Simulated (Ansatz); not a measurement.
Gas-phase reaction in SMILES: OB(O)Br [bromoboronic acid] + H+ → OB([OH2+])Br
Structures are relaxed separately at B3LYP-D3(BJ)/def2-TZVP in Ansatz (an electronic-structure program), one conformer each, not searched for the lowest. Frequencies are from Ansatz.
Geometry of the first species:
```
B
O 1 1.3482
H 2 0.9612 1 114.45
O 1 1.3482 2 119.45 3 180.00
H 4 0.9612 1 114.45 2 180.00
Br 1 1.9724 2 120.28 3 0.00
```
Charge 0, spin multiplicity 1.

Wanted: proton affinity (enthalpy at 298 K, with B3LYP-D3(BJ) rigid-rotor harmonic-oscillator terms), positive where the reaction releases energy, in kcal/mol. Valence correlation only, unless marked. No spin-orbit coupling. Frozen are the shells of the preceding noble gas and the d and f shells that filled before the atom's block. No relativistic terms. Basis-set limits of correlation are two-point, X^-3; Hartree-Fock from the larger set (for Q and 5 zeta extrapolated as (X+1)exp(-9√X)).

```csv
level,program,proton affinity (kcal/mol)
HF/6-31G*,Ansatz,170.1
BLYP-D3(BJ)/def2-TZVPD,Ansatz + dftd3,170.0
B3LYP-D4/def2-TZVPD,Ansatz + dftd4,170.1
r2SCANh/def2-TZVPD,Ansatz,170.4
B2PLYP-D3(BJ)/def2-TZVPD,Ansatz + dftd3,169.5
B2PLYP-D4/def2-TZVPD,Ansatz + dftd4,169.2
"RI-MP2/CBS(cc-pVTZ,cc-pVQZ)",Ansatz,168.8
CCSD/cc-pVQZ,Ansatz,171.8
CCSD(T)/cc-pVQZ,Ansatz,171.0
"CCSD(T)/CBS(cc-pVQZ,cc-pV5Z)",Ansatz,169.8
```
